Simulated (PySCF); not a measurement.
Sn(F)(Me)(NH2)2 (CH7FN2Sn), SMILES [CH3][Sn]([NH2])([NH2])[F].

Geometry optimised at PBE-D3(BJ)/def2-SVP. The structure was generated by enumeration; whether it is a known compound was not checked. The def2 effective core potentials stand for the cores of Sn; spin–orbit coupling is left out. The values are those of a single conformer.

All values below come from TDA-B3LYP/def2-SVPD in PySCF.

Vertical excitations. The molecule is in vacuum.

| state | energy (eV) | λ (nm) | f | main pairs |
|---|---|---|---|---|
| S1 | 5.41 | 229 | 0.056 | HOMO→LUMO 95 % |
| S2 | 5.72 | 217 | 0.098 | HOMO−1→LUMO 95 % |
| S3 | 6.81 | 182 | 0.032 | HOMO→LUMO+1 86 % |
| S4 | 6.93 | 179 | 0.188 | HOMO−2→LUMO 75 % |
| S5 | 6.94 | 179 | 0.013 | HOMO→LUMO+2 73 % |
| S6 | 7.07 | 175 | 0.002 | HOMO−1→LUMO+1 80 % |
| S7 | 7.27 | 171 | 0.018 | HOMO→LUMO+3 60 %, HOMO−1→LUMO+2 13 %, HOMO→LUMO+4 13 % |
| S8 | 7.33 | 169 | 0.008 | HOMO→LUMO+4 69 %, HOMO−1→LUMO+2 13 % |
| S9 | 7.37 | 168 | 0.024 | HOMO−1→LUMO+2 42 %, HOMO−3→LUMO 34 %, HOMO→LUMO+3 11 % |
| S10 | 7.55 | 164 | 0.074 | HOMO−3→LUMO 39 %, HOMO→LUMO+3 16 %, HOMO−5→LUMO 10 %, HOMO−1→LUMO+4 7 % |
| T1 | 4.73 | 262 | 0 | HOMO→LUMO 93 % |
| T2 | 5.00 | 248 | 0 | HOMO−1→LUMO 90 % |
| T3 | 5.99 | 207 | 0 | HOMO−2→LUMO 91 % |
| T4 | 6.55 | 189 | 0 | HOMO→LUMO+2 57 %, HOMO→LUMO+1 21 % |
Triplets are in the Tamm–Dancoff approximation.
